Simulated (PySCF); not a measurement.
## Basis-set dependence of excited states

GeH4.
InChI=1S/GeH4/h1H4

TDDFT with PBE0 (PySCF), vertical singlets, core orbitals frozen in the response, spherical d and f functions. Isolated species at its PBE0-D3(BJ)/def2-SVP geometry, gas phase. Relativistic effects, spin–orbit coupling among them, are left out although an element past zinc is present.

```tsv
basis	functions	diffuse	S1 (eV)	S2 (eV)	S3 (eV)	S4 (eV)	S5 (eV)	LUMO (eV)	α (au)
6-31G*	40	no	9.78	9.78	9.78	9.97	9.98	1.80	26.2
def2-SVP	52	no	9.49	9.49	9.49	9.74	9.75	1.56	29.8
def2-SVPD	70	yes	8.68	8.68	8.68	9.17	9.17	0.22	35.2
def2-TZVP	72	no	9.39	9.39	9.39	9.47	9.47	1.06	33.6
aug-cc-pVDZ	72	yes	8.40	8.40	8.40	8.95	8.95	-0.14	35.6
def2-TZVPD	90	yes	8.69	8.70	8.70	9.10	9.10	0.23	35.4
aug-cc-pVTZ	151	yes	8.39	8.39	8.39	8.91	8.91	-0.19	35.7
```

**Question.** How much do these states and the polarisability depend on the basis?

**Answer.** States are compared by their number. Against the largest diffuse basis here (aug-cc-pVTZ, itself not a converged limit), sets without diffuse functions differ by up to 1.39 eV in S1 and 1.06 eV in S5; the smaller diffuse sets differ by up to 0.31 and 0.25 eV. State by state, the largest deviation of a set without diffuse functions is S1 1.39, S2 1.39, S3 1.39, S4 1.06, S5 1.06 eV. The same number needn't mean the same state in each row. Against aug-cc-pVTZ the polarisability deviates by -27% in 6-31G*, -17% in def2-SVP, -2% in def2-SVPD, -6% in def2-TZVP, 0% in aug-cc-pVDZ, -1% in def2-TZVPD.
